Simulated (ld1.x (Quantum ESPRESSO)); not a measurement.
## Transferability test, TM semilocal potential for antimony (Sb)

antimony, norm-conserving Troullier–Martins (semilocal form), made with ld1.x (Quantum ESPRESSO) 7.5 (BP86, scalar-relativistic). Core [Kr], reference 4d10 5s2 5p2.5 (charge +0.5). Waves: 5s (bound): rc 1.95 bohr; 5p (bound): rc 2.45 bohr; 4d (bound): rc 1.05 bohr. Local part: the d channel. Core correction: a·sin(br)/r model core inside 1.05 bohr.

Energies are relative to the spin-unpolarised reference configuration 4d10 5s2 5p2.5; without spin polarisation the order of configurations can differ from experiment.

| valence configuration | charge | ΔE all-electron (eV) | error AE − PS (meV) |
| --- | --- | --- | --- |
| 4d10 5s2 5p3 | 0 | -3.330 | +1.2 |
| 4d10 5s2 5p2 | +1 | 5.131 | -0.9 |
| 4d10 5s2 5p1 | +2 | 21.273 | -2.7 |
| 4d9 5s2 5p3 | +1 | 37.485 | -239 |
| 4d10 5s2 5p0 | +3 | 45.867 | -12 |
| 4d10 5s0 5p5 | 0 | 13.164 | -8.4 |

Problem. What are ΔE and the potential's error for 4d10 5s1 5p4?

Solution. ΔE = 4.809 eV all-electron; the error (AE − PS) is -2.3 meV.
